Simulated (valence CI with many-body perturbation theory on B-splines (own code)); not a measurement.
# E1 transitions of Tc36+

Level of theory: configuration interaction combined with many-body perturbation theory (CI+MBPT): five valence electrons over a frozen Dirac-Fock core [He], radial functions for each j: 9 s, 9 p, 8 d, 6 f, 3 g, 1 h, with the one-electron correlation potential Σ1 (screened to all orders), the two-electron term Σ2, the three-electron term Σ3, Breit, model QED; selected single and double excitations, second order for the rest (own B-spline code, finite nucleus).

The last digits are not significant, and no measured levels were compared; by estimate large intervals hold to a few tenths of a per cent, small ones and those within an open d or f shell to about a per cent. Among the levels kept, up to 1900 cm⁻¹ of a level comes from second order outside the variational space, and about a tenth of that is noise between levels of different J, which matters for small intervals.

Lines 151 to 200 of 252 in falling wavelength, among levels below 3188.6 eV, chosen from the strongest by gf and those to the six lowest levels. Wavelengths and rates use the calculated energies. Electric multipoles are in the length gauge, E1 and E2 with the static RPA response of the core. Weak lines are less certain than strong ones. Lines between different terms over intervals too small for the method are left out, as are lines whose strength nearly cancels. The highest levels of a list are the least certain.

Levels are named by their leading jj configuration (3d3/2^4 stands for four electrons in 3d with j = 3/2), which in mixed levels can hold well under half, so a name can repeat and another be missing. Letters in brackets count levels of one name in rising energy.

| λ vac (nm) | Upper | Lower | A (s⁻¹) | S (a.u.) |
| --- | --- | --- | --- | --- |
| 0.4413 | (2s^2 2p1/2 2p3/2 3s) J=5/2 | (2s^2 2p1/2 2p3/2^2) J=3/2 | 4.82e+11 | 1.23e-04 |
| 0.4406 | (2s^2 2p1/2 2p3/2 3d3/2) J=5/2 [b] | (2s^2 2p3/2^3) J=3/2 | 6.20e+10 | 1.57e-05 |
| 0.4406 | (2s^2 2p1/2 2p3/2 3s) J=3/2 [b] | (2s^2 2p1/2 2p3/2^2) J=3/2 | 2.97e+12 | 5.02e-04 |
| 0.4404 | (2s^2 2p3/2^2 3s) J=1/2 | (2s^2 2p3/2^3) J=3/2 | 6.75e+12 | 5.69e-04 |
| 0.4400 | (2s^2 2p1/2 2p3/2 3d3/2) J=1/2 [b] | (2s^2 2p3/2^3) J=3/2 | 1.37e+12 | 1.15e-04 |
| 0.4391 | (2s^2 2p1/2 2p3/2 3d5/2) J=5/2 [b] | (2s^2 2p3/2^3) J=3/2 | 1.17e+11 | 2.94e-05 |
| 0.4389 | (2s^2 2p1/2^2 3d3/2) J=3/2 | (2s^2 2p1/2 2p3/2^2) J=3/2 | 7.12e+11 | 1.19e-04 |
| 0.4389 | (2s^2 2p1/2^2 3d5/2) J=5/2 | (2s^2 2p1/2 2p3/2^2) J=5/2 | 4.51e+11 | 1.13e-04 |
| 0.4385 | (2s 2p1/2^2 2p3/2 3s) J=3/2 [b] | (2s 2p1/2^2 2p3/2^2) J=5/2 | 2.21e+12 | 3.68e-04 |
| 0.4385 | (2s^2 2p1/2 2p3/2 3d5/2) J=3/2 [b] | (2s^2 2p3/2^3) J=3/2 | 4.73e+11 | 7.87e-05 |
| 0.4379 | (2s^2 2p1/2 2p3/2 3d5/2) J=1/2 | (2s^2 2p3/2^3) J=3/2 | 2.75e+12 | 2.28e-04 |
| 0.4379 | (2s^2 2p3/2^2 3p1/2) J=3/2 | (2s 2p1/2^2 2p3/2^2) J=5/2 | 1.51e+11 | 2.50e-05 |
| 0.4364 | (2s^2 2p1/2^2 3d5/2) J=5/2 | (2s^2 2p1/2 2p3/2^2) J=3/2 | 3.04e+11 | 7.47e-05 |
| 0.4299 | (2s 2p1/2 2p3/2^2 3s) J=5/2 | (2s 2p1/2^2 2p3/2^2) J=5/2 | 9.54e+12 | 2.25e-03 |
| 0.4283 | (2s^2 2p3/2^2 3p3/2) J=3/2 [b] | (2s 2p1/2^2 2p3/2^2) J=5/2 | 7.30e+11 | 1.13e-04 |
| 0.4277 | (2s 2p1/2 2p3/2^2 3s) J=3/2 | (2s 2p1/2^2 2p3/2^2) J=5/2 | 2.46e+12 | 3.80e-04 |
| 0.4276 | (2s^2 2p3/2^2 3s) J=3/2 | (2s^2 2p1/2 2p3/2^2) J=1/2 | 2.59e+12 | 3.99e-04 |
| 0.4273 | (2s^2 2p1/2 2p3/2 3d3/2) J=3/2 [a] | (2s^2 2p1/2 2p3/2^2) J=1/2 | 2.08e+12 | 3.20e-04 |
| 0.4271 | (2s^2 2p1/2 2p3/2 3d3/2) J=1/2 [a] | (2s^2 2p1/2 2p3/2^2) J=1/2 | 6.15e+12 | 4.73e-04 |
| 0.4265 | (2s^2 2p1/2 2p3/2 3s) J=3/2 [a] | (2s^2 2p1/2^2 2p3/2) J=3/2 | 5.14e+12 | 7.87e-04 |
| 0.4262 | (2s 2p1/2 2p3/2^2 3s) J=7/2 | (2s 2p1/2^2 2p3/2^2) J=5/2 | 2.40e+13 | 7.35e-03 |
| 0.4259 | (2s 2p1/2^2 2p3/2 3d3/2) J=5/2 | (2s 2p1/2^2 2p3/2^2) J=5/2 | 1.02e+13 | 2.34e-03 |
| 0.4258 | (2s 2p1/2^2 2p3/2 3d3/2) J=3/2 | (2s 2p1/2^2 2p3/2^2) J=5/2 | 1.58e+13 | 2.41e-03 |
| 0.4257 | (2s^2 2p1/2 2p3/2 3s) J=1/2 | (2s^2 2p1/2^2 2p3/2) J=3/2 | 3.91e+12 | 2.98e-04 |
| 0.4251 | (2s^2 2p3/2^2 3s) J=5/2 | (2s^2 2p1/2 2p3/2^2) J=5/2 | 1.01e+13 | 2.30e-03 |
| 0.4250 | (2s^2 2p1/2 2p3/2 3d5/2) J=3/2 [a] | (2s^2 2p1/2 2p3/2^2) J=1/2 | 3.62e+12 | 5.49e-04 |
| 0.4246 | (2s^2 2p1/2 2p3/2 3s) J=5/2 | (2s^2 2p1/2^2 2p3/2) J=3/2 | 1.28e+13 | 2.91e-03 |
| 0.4244 | (2s^2 2p3/2^2 3s) J=3/2 | (2s^2 2p1/2 2p3/2^2) J=5/2 | 1.19e+13 | 1.79e-03 |
| 0.4240 | (2s^2 2p1/2 2p3/2 3d3/2) J=5/2 [a] | (2s^2 2p1/2 2p3/2^2) J=5/2 | 3.08e+12 | 6.95e-04 |
| 0.4240 | (2s^2 2p1/2 2p3/2 3s) J=3/2 [b] | (2s^2 2p1/2^2 2p3/2) J=3/2 | 2.37e+12 | 3.56e-04 |
| 0.4238 | (2s^2 2p1/2 2p3/2 3d3/2) J=3/2 [b] | (2s^2 2p1/2 2p3/2^2) J=1/2 | 9.73e+12 | 1.46e-03 |
| 0.4237 | (2s^2 2p3/2^2 3s) J=1/2 | (2s^2 2p1/2 2p3/2^2) J=1/2 | 2.42e+13 | 1.81e-03 |
| 0.4235 | (2s 2p1/2^2 2p3/2 3p3/2) J=3/2 [b] | (2s^2 2p3/2^3) J=3/2 | 7.67e+11 | 1.15e-04 |
| 0.4233 | (2s^2 2p1/2 2p3/2 3d3/2) J=1/2 [b] | (2s^2 2p1/2 2p3/2^2) J=1/2 | 1.13e+13 | 8.45e-04 |
| 0.4231 | (2s^2 2p1/2 2p3/2 3d5/2) J=7/2 [a] | (2s^2 2p1/2 2p3/2^2) J=5/2 | 4.72e+12 | 1.41e-03 |
| 0.4227 | (2s^2 2p3/2^2 3s) J=5/2 | (2s^2 2p1/2 2p3/2^2) J=3/2 | 1.47e+13 | 3.29e-03 |
| 0.4224 | (2s^2 2p1/2^2 3d3/2) J=3/2 | (2s^2 2p1/2^2 2p3/2) J=3/2 | 2.39e+13 | 3.55e-03 |
| 0.4221 | (2s^2 2p1/2 2p3/2 3d5/2) J=5/2 [a] | (2s^2 2p1/2 2p3/2^2) J=5/2 | 3.35e+12 | 7.45e-04 |
| 0.4219 | (2s^2 2p1/2 2p3/2 3d5/2) J=3/2 [b] | (2s^2 2p1/2 2p3/2^2) J=1/2 | 1.23e+14 | 1.83e-02 |
| 0.4218 | (2s^2 2p1/2 2p3/2 3d3/2) J=3/2 [a] | (2s^2 2p1/2 2p3/2^2) J=3/2 | 8.12e+12 | 1.20e-03 |
| 0.4218 | (2s^2 2p1/2 2p3/2 3d5/2) J=3/2 [a] | (2s^2 2p1/2 2p3/2^2) J=5/2 | 2.37e+11 | 3.51e-05 |
| 0.4217 | (2s^2 2p1/2 2p3/2 3d3/2) J=5/2 [a] | (2s^2 2p1/2 2p3/2^2) J=3/2 | 2.25e+11 | 4.99e-05 |
| 0.4216 | (2s^2 2p1/2 2p3/2 3d3/2) J=1/2 [a] | (2s^2 2p1/2 2p3/2^2) J=3/2 | 1.16e+13 | 8.60e-04 |
| 0.4214 | (2s^2 2p1/2 2p3/2 3d5/2) J=1/2 | (2s^2 2p1/2 2p3/2^2) J=1/2 | 1.25e+14 | 9.24e-03 |
| 0.4210 | (2s 2p1/2^2 2p3/2 3p1/2) J=3/2 [a] | (2s^2 2p1/2 2p3/2^2) J=1/2 | 7.25e+11 | 1.07e-04 |
| 0.4208 | (2s^2 2p1/2 2p3/2 3d3/2) J=5/2 [b] | (2s^2 2p1/2 2p3/2^2) J=5/2 | 4.62e+13 | 1.02e-02 |
| 0.4206 | (2s^2 2p1/2 2p3/2 3d3/2) J=3/2 [b] | (2s^2 2p1/2 2p3/2^2) J=5/2 | 2.25e+13 | 3.31e-03 |
| 0.4200 | (2s^2 2p1/2^2 3d5/2) J=5/2 | (2s^2 2p1/2^2 2p3/2) J=3/2 | 1.07e+14 | 2.34e-02 |
| 0.4197 | (2s^2 2p1/2 2p3/2 3d5/2) J=5/2 [a] | (2s^2 2p1/2 2p3/2^2) J=3/2 | 4.35e+13 | 9.53e-03 |
| 0.4195 | (2s^2 2p1/2 2p3/2 3d5/2) J=3/2 [a] | (2s^2 2p1/2 2p3/2^2) J=3/2 | 6.23e+13 | 9.08e-03 |
